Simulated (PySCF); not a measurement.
These compounds are isomers of formula C₅H₁₁NO₂Si.

A. `C1[Si@@H](NC)CCOC1=O`
B. SMILES CO[Si](C)(CC#N)OC
C. `C=CO[Si@@H](O)[C@@H]1CCN1`
D. SMILES O(C)[SiH2]C(=O)NC1CC1

Spectrum 1. 1H NMR (300 MHz, computed): δ 3.98 (s, 6H), 1.46 (s, 2H), 0.34 (s, 3H). 13C{1H} NMR (computed): δ 124.5 (C), 53.4 (CH3), 3.5 (CH2), -5.4 (CH3).

Spectrum 2. 1H NMR (300 MHz, computed): δ 6.56 (m, 1H), 5.03 (d, 1H), 4.85 (m, 1H), 4.52 (m, 1H), 4.14 (m, 1H), 3.79 (m, 1H), 3.79 (m, 1H), 3.17 (br s, 1H), 2.65 (m, 1H), 2.27 (m, 1H), 0.46 (br s, 1H). 13C{1H} NMR (computed): δ 154.9 (CH), 98.3 (CH2), 51.7 (CH2), 49.8 (CH), 20.6 (CH2).

Spectrum 3. 1H NMR (300 MHz, computed): δ 5.09 (m, 1H), 4.68 (m, 1H), 4.18 (m, 1H), 2.77 (s, 3H), 2.11 (m, 1H), 2.05 (m, 1H), 1.17 (m, 1H), 0.76 (m, 1H), 0.04 (br s, 1H). 13C{1H} NMR (computed): δ 174.0 (C), 66.3 (CH2), 31.3 (CH3), 22.5 (CH2), 15.7 (CH2).

Spectrum 4. 1H NMR (300 MHz, computed): δ 5.27 (br s, 1H), 4.64 (s, 2H), 4.07 (m, 1H), 3.79 (s, 3H), 0.77 (m, 2H), 0.30 (m, 2H). 13C{1H} NMR (computed): δ 179.8 (C), 54.1 (CH3), 23.4 (CH), 7.9 (CH2).

A single conformation, relativity neglected, rapidly exchanging positions averaged, no solvent. NMR shieldings at PBE0/pcSseg-1/GIAO; geometry from GFN2-xTB; PySCF.

Chemical shifts δ = σref − σ; TMS for 1H (σ = 31.72 ppm) and 13C (σ = 186.93 ppm), all at this level. Where no couplings were computed, multiplicities follow the n + 1 count of equivalent neighbours, and m marks all less simple cases (inequivalent or close neighbours, rings, F or P nearby). Acid and N–H amide carbonyl carbons lie up to 10 ppm further downfield in solution (hydrogen bonding). Shifts are as computed. Against solution values, carbons near 30 ppm lie about +3 ppm off and those near 130 ppm about +5 ppm. Of 1211 compounds with measured shifts, 218 miss one by over three times the rms of a fit or turn the order of signals round; such compounds aren't used in these exercises. OH and NH positions are gas-phase values without hydrogen bonding to other molecules.

Q: Which spectrum belongs to which compound?

A: 1–B, 2–C, 3–A, 4–D.

- Spectrum 1 (B): 4 13C signals; δC 124.5 is a nitrile carbon; δC 53.4 is a methyl carbon bonded to O.
- Spectrum 2 (C): 5 13C signals; δC 154.9 is an alkene carbon bearing oxygen; δC 98.3 is a β carbon of an enol-ether or enamine type C=C.
- Spectrum 3 (A): 5 13C signals; δC 174.0 is an ester carbonyl carbon; δC 66.3 is an sp3 CH2 bonded to O.
- Spectrum 4 (D): 4 13C signals; δC 54.1 is a methyl carbon bonded to O; δC 7.9 is a three-membered-ring carbon.
